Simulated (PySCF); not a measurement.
```xyz
4
charge 0 multiplicity 2, angstrom
Sn    0.0000    0.0000    0.2367
F     1.7573    0.0000   -0.5075
F    -0.8786    1.5218   -0.5075
F    -0.8786   -1.5218   -0.5075
```

Computed with UPBE0 in PySCF with Sn def2-TZVP with ECP28, F def2-TZVP; scalar-relativistic core potentials, no spin–orbit coupling; density-fitted integrals.

This geometry of SnF₃ is a stationary point at this level.

Task: What is the point group?

Result: C3v.

Task: Is it a minimum?

Result: Yes: all harmonic wavenumbers are real.

Task: Which band is strongest in the infrared?

Result: 626 cm⁻¹ (e), 200 km/mol.

Task: What is the atomisation energy, with and without zero-point energy?

Result: 1232 kJ/mol without, 1218 kJ/mol with.

Other isomers or separated fragments may lie lower. No spin–orbit coupling is included, which matters more the heavier the element.
